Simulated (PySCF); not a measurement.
How methods differ on the excitation energy of Ar

Ar [Ar] (1S) → Ar [Ne] 3s2 3p5 4s1 (3P), as a difference of total energies. Calculation: PySCF 2.14, in aug-cc-pCVTZ-DK with one added diffuse shell each of s, p, d, f type (9s8p6d4f, 91 functions); scalar relativity by spin-free X2C-1e. Correlated levels: valence: [Ne] frozen; valence and next inner shell: 1s2 frozen; nothing frozen. The calculations carry no spin-orbit coupling.

| method | excitation energy (cm⁻¹) |
| --- | --- |
| UHF | 85909 |
| LDA | 93294 |
| PBE | 91686 |
| PBE0 | 92344 |
| r2SCAN | 93754 |
| TPSSh | 93331 |
| BP86 | 92181 |
| wB97X-V | 94387 |
| B3LYP | 92186 |
| MP2 (valence) | 93258 |
| SCS-MP2 (valence) | 92971 |
| MP2 (valence and next inner shell) | 93402 |
| SCS-MP2 (valence and next inner shell) | 93091 |
| MP2 (all electrons) | 93417 |
| SCS-MP2 (all electrons) | 93101 |

A first-order spin-orbit estimate (lowest level to lowest level, LS coupling) adds -0.056 eV.

The promoted electron is Rydberg-like, and one or two diffuse shells describe it only roughly, which tends to raise the upper state.
